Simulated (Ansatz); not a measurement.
Cost and result up the ladder for Te4Pt (5 atoms). The state is a singlet with charge 0. Geometry: B3LYP-D4/def2-SVP.

```
atom   x (Å)   y (Å)   z (Å)
 Pt1   0.118   0.482  -1.042
 Te2   0.852   1.039   1.397
 Te3  -1.003  -1.657  -0.058
 Te4  -2.020   1.289   0.187
 Te5   2.053  -1.152  -0.483
```

Ansatz on 4 threads of Arm Neoverse V1 on a shared host. Times are rough, and most runs start from the orbitals of an earlier one. No level here is sound enough to serve as a yardstick. Binding counts from free atoms at the same level (Pt triplet, Te triplet; other spins of the atoms weren't run), without zero-point energy or a counterpoise term.

In the def2 sets Pt, Te take a core potential; there is no spin–orbit coupling. LC-ωPBE has ω = 0.4 bohr⁻¹. No other spin state of charge 0 was run. Another isomer (singlet) lies 0.48 eV lower at PBE0-D4/def2-TZVP; other spin states weren't run for this one.

Run but left out: BHLYP-D4/def2-TZVP (restricted singlet, unstable in another Hartree–Fock run and untested here); HF/def2-TZVP, MP2/def2-TZVP, CCSD(T)/def2-SVP (restricted singlet, unstable towards broken spin symmetry).

```csv
level,functions,wall time,binding energy per atom (eV),remarks
PBE-D4/def2-SVP,136,2.4 s,2.43,restricted SCF unstable in HF
PBE0-D4/def2-SVP,136,4.2 s,2.11,restricted SCF unstable in HF
PBE-D4/def2-TZVP (with forces),240,4.9 s,2.55,restricted SCF unstable in HF
LC-ωPBE/def2-TZVP,240,7.5 s,1.78,restricted SCF unstable in HF
PBE0-D4/def2-TZVP,240,8.5 s,2.24,restricted SCF unstable in HF
r2SCAN-D4/def2-TZVP,240,16 s,2.30,restricted SCF unstable in HF
```
